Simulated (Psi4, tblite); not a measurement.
Approach curve of the dimer CH4 ··· C3H9Al (SMILES C and [CH3][Al]([CH3])[CH3]). Monomers: optimised at B3LYP-D3(BJ) (def2-TZVP and def2-SVP), held rigid. Orientation: lowest of the rigid-body minima from ten starts at GFN2-xTB. R is the distance of the centres of mass, along which the second monomer moves.

Methods: GFN2-xTB (tblite); SAPT0/jun-cc-pVDZ, frozen core (Psi4).

Interaction energies in kcal/mol:

```csv
R / Å,GFN2-xTB
2.94,0.54
3.19,-1.52
3.37,-2.09
3.57,-2.25
3.79,-2.12
4.00,-1.85
4.28,-1.43
4.57,-1.05
5.10,-0.56
5.75,-0.27
6.76,-0.10
8.09,-0.04
```

What does SAPT0/jun-cc-pVDZ give at the same points?

2.94: 6.16; 3.19: 2.16; 3.37: 0.87; 3.57: 0.15; 3.79: -0.19; 4.00: -0.30; 4.28: -0.31; 4.57: -0.26; 5.10: -0.16; 5.75: -0.08; 6.76: -0.03; 8.09: -0.01 (kcal/mol).
